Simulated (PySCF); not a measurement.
# Ce⁵⁶⁺ (cerium, charge +56): Hartree-Fock from Schrödinger to Dirac-Coulomb-Breit

Occupied: 1s1/2. Hartree-Fock calculated with PySCF 2.14 in an uncontracted even-tempered set (19 s from 12 bohr⁻², ratio 2.3; 15 p from 14 bohr⁻², ratio 2.3), Gaussian nucleus throughout. NR is non-relativistic, sf-X2C the spin-free one-electron X2C Hamiltonian, X2C adds the bare one-electron spin-orbit term, X2C-SNSO screens it by Boettger's factors, DC is four-component Dirac-Coulomb, and the Gaunt and Breit terms are added at first order (total energies over the DC spinors, levels after relaxing the spinors in that mean field). QED terms are absent. Levels marked empty are virtual spinors of this ion.

```json
{"Hamiltonian": "NR", "E (hartree)": "-3327.7327"}
{"Hamiltonian": "sf-X2C", "E (hartree)": "-3489.3547"}
{"Hamiltonian": "X2C", "E (hartree)": "-3489.3547"}
{"Hamiltonian": "X2C-SNSO", "E (hartree)": "-3489.3547"}
{"Hamiltonian": "DC", "E (hartree)": "-3490.6875"}
{"Hamiltonian": "DC+Gaunt", "E (hartree)": "-3487.9821"}
{"Hamiltonian": "DC+Breit", "E (hartree)": "-3487.9821"}
```

```json
{"level (eV)": "1s1/2", "NR": "-44785.9", "sf-X2C": "-46930.9", "X2C": "-46930.9", "X2C-SNSO": "-46930.9", "DC": "-46966.9", "DC+Gaunt": "-46893.9", "DC+Breit": "-46893.9"}
{"level (eV)": "2s1/2 (empty)", "NR": "-10820.9", "sf-X2C": "-11471.0", "X2C": "-11471.0", "X2C-SNSO": "-11471.0", "DC": "-11474.8", "DC+Gaunt": "-11466.7", "DC+Breit": "-11467.7"}
{"level (eV)": "2p1/2 (empty)", "NR": "-10712.7", "sf-X2C": "-10979.6", "X2C": "-11350.3", "X2C-SNSO": "-11343.2", "DC": "-11341.1", "DC+Gaunt": "-11324.1", "DC+Breit": "-11326.6"}
{"level (eV)": "2p3/2 (empty)", "NR": "-10712.7", "sf-X2C": "-10979.6", "X2C": "-10819.2", "X2C-SNSO": "-10821.8", "DC": "-10824.6", "DC+Gaunt": "-10816.1", "DC+Breit": "-10818.6"}
{"level (eV)": "3s1/2 (empty)", "NR": "-4783.0", "sf-X2C": "-5009.9", "X2C": "-5009.9", "X2C-SNSO": "-5009.9", "DC": "-5011.0", "DC+Gaunt": "-5008.7", "DC+Breit": "-5009.0"}
```

Question: How large are the two-electron picture-change error of X2C and the Breit correction in the total energy?

Answer: X2C-1e lies 1.3328 hartree above Dirac-Coulomb; Gaunt adds 2.7054 and the full Breit term 2.7054 hartree.

```csv
interval (eV),X2C,X2C-SNSO,DC,DC+Gaunt,DC+Breit
2p3/2 − 2p1/2,531.1,521.4,516.4,508.0,508.0
```

Weight of the small component: 1s1/2 0.0465, 2s1/2 0.0113, 2p1/2 0.0112, 2p3/2 0.0107, 3s1/2 0.00492.

Koopmans' value for the highest occupied level at DC+Breit: 46893.9 eV, against an ionisation energy of 46840.31 ± 0.05 eV (theoretical estimate listed by NIST; NIST Atomic Spectra Database, ionization energies); the former lacks relaxation, correlation, QED and recoil.

The whole ladder took 57 s of wall time on 1 thread of Intel(R) Xeon(R) 6975P-C (shared host), launched as `OMP_NUM_THREADS=1 python relrun2.py TASK.json OUT` (a driver that calls PySCF for each Hamiltonian).

Dirac-Coulomb iterations, started from the X2C spinors:

```
with_ssss True, with_gaunt False, with_breit False
light speed = 137.03599967994
init E= -3466.09256605712
cycle= 1 E= -3490.68741397684  delta_E= -24.6  |g|= 1.31  |ddm|= 0.0434
cycle= 2 E= -3490.68750606828  delta_E= -9.21e-05  |g|= 0.00274  |ddm|= 0.000174
cycle= 3 E= -3490.6875060691  delta_E= -8.14e-10  |g|= 5.08e-06  |ddm|= 1.16e-06
```
